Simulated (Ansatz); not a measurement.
Input for Ansatz (a quantum-chemistry and plane-wave program): U-CCSD(T)/def2-TZVPP on YH, 2S+1 = 3, a spin state set in the input, which need not be the lowest, a point of a bond scan (R = 1.976 Å). Elements past Kr take the def2 small-core potentials; no spin–orbit coupling.

Ansatz 0.2 input:
```yaml
crystal:
  periodic: [false, false, false]
  atoms:
    - {symbol: Y, position_ang: [0.00000000, 0.00000000, 0.00000000]}
    - {symbol: H, position_ang: [0.00000000, 0.00000000, 1.97564600]}
basis:
  gaussian:
    orbitals: def2-TZVPP
magnetization: {spin_polarized: true, initial_magnetization: 2}
correlation: {method: ccsd_t, electrons: valence}
output: {orbitals: {seedname: ./end}}
```

Question: Give the final energy of this run.

Answer: -38.6309 hartree (reference determinant -38.3908, T1 diagnostic 0.024).

Question: How many basis functions does it have, and what does it roughly cost on one machine?

Answer: 70 functions; very roughly 50 core-seconds.
